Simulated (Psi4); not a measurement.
sodium atom (Na), doublet. Base run: SVWN/cc-pVTZ (Psi4).

Here is a job for Psi4.
```
memory 2 GB

molecule mol {
0 2
Na    0.000000    0.000000    0.000000
}

set {
  basis cc-pvtz
  reference uks
}

energy('svwn')
print_variables()
```

Each row names what was changed in the base input (with any setting that the change needs).

```tsv
change	ΔE vs base (µEh)	SCF cycles	grid points	basis functions
base	0.0	7	22040	34
dft_radial_scheme = becke	0.0	7	18724	34
scf_type = direct	15.9	9	22040	34
dft_basis_tolerance = 1e-8	0.0	7	21436	34
scf_type = disk_df	0.0	7	22040	34
dft_radial_points = 150	0.0	7	43482	34
e_convergence = 1e-8	0.0	7	22040	34
dft_spherical_points = 590	0.0	7	43064	34
dft_nuclear_scheme = becke	0.0	7	22040	34
basis_guess = true	0.0	4	22040	34
d_convergence = 1e-8	0.0	8	22040	34
dft_spherical_points = 194	0.0	7	14162	34
dft_radial_scheme = multiexp	-17.5	7	22650	34
```

Open shells are given as the SCF converged; they aren't shown to be the lowest states, and a large step between rows can be another state.
